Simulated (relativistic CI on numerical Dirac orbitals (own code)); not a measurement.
**Hyperfine structure of Dy XXX, mass number 161**

Computed by Dirac-Coulomb-Breit CI, orbitals from a KLI potential per configuration, model QED, unscaled Slater integrals (own radial code, finite nucleus).

Configuration list (outside the closed core [Ar] 3d10): 4s²4p⁶4d, 4s²4p⁵4d², 4s²4p⁶4f, 4s4p⁶4d², 4s²4p⁵4d4f, 4s4p⁶4d4f, 4s²4p⁶5s, 4s²4p⁶5p, 4s²4p⁶5d, 4p⁶4d³, 4p⁵4d⁴, 4p⁵4d³4f, 4s4p⁶4f², 4s4p⁵4f³, 4p⁶4f³. Double excitations out of closed p, d and f shells are left out; levels of such configurations are missing from the list, as are those of other unlisted configurations, and high levels can miss mixing partners.

Nuclear spin I = 5/2, μ = -0.479 μN, Q = 2.51 b (tables of Stone and Pyykkö). The electronic factors are computed for point nuclear moments, without core polarisation or the Bohr-Weisskopf and QED corrections.

```csv
Level,E (eV),A (MHz),B (MHz)
4s²4p⁶4d ²D3/2,0.000,-3082,27000
4s²4p⁶4d ²D5/2,9.965,-1264,33900
4s²4p⁵4d² ⁴D°1/2,122.801,-630.3,
4s²4p⁵4d² ⁴D°3/2,123.240,-3623,75100
4s²4p⁵4d² ⁴D°7/2,133.774,-2532,-22300
4s²4p⁵4d² ⁴G°9/2,133.865,-3294,-150000
4s²4p⁵4d² ⁴G°11/2,136.796,-3047,-128000
```

Levels with J = 0, under 50 % of one LS term, or S terms without an open s electron are left out. Small factors come from cancelling terms and can be off by tens of per cent or more.

At this charge energies of transitions that change n are usually good to better than 1 %, and those within a shell (Δn = 0) to a few per cent.

Q: Give the hyperfine levels of 4s²4p⁶4d ²D3/2 relative to its centre of gravity.

A: With K = F(F + 1) − I(I + 1) − J(J + 1), E = AK/2 + B[¾K(K + 1) − I(I + 1)J(J + 1)]/[2I(2I − 1)J(2J − 1)]: F = 1: 35070, F = 2: 7319, F = 3: -14070, F = 4: -4812 MHz.

LS names give the leading component of a level, which can be under half, so a name can repeat, a term be missing and a line seem to break the LS rules.
